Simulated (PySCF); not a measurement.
CClF₂, SMILES F[C](F)Cl, multiplicity 2. Atoms are numbered in the order given.

```xyz
4

F     -1.0528     0.0781     1.0804
C     -0.4198    -0.3224     0.0000
F     -1.0528     0.0781    -1.0804
Cl     1.2629     0.0311     0.0000
```
Charge 0, spin multiplicity 2.

Coordinates come from a PBE0-D3(BJ)/def2-TZVP optimisation. The isomer is the one that the SMILES or the coordinates give; other isomers of the formula were not compared.

Computed with PBE/pcH-1 (PySCF).

Unrestricted Kohn–Sham, ⟨S²⟩ = 0.751. Hyperfine tensors hold the contact and dipolar terms, without spin-orbit corrections.

Task: Estimate the hyperfine couplings. (An estimate is asked for; the answer gives what the named calculation found.)

Result: 
```csv
nucleus,A(iso) (MHz),A(iso) (G),dipolar principal values (MHz)
19F no. 1,263.4,94.0,"-214.4, -205.8, 420.3"
13C no. 2,614.8,219.4,"-64.8, -64.6, 129.4"
19F no. 3,263.4,94.0,"-214.4, -205.8, 420.3"
35Cl no. 4,42.2,15.1,"-29.5, -25.9, 55.4"
```

Task: And the g tensor (effective nuclear charges for spin-orbit coupling, GIAO)? (The exact figures need the calculation; the answer reports its results.)

Result: principal values 2.0014, 2.0057, 2.0077; isotropic 2.0049.
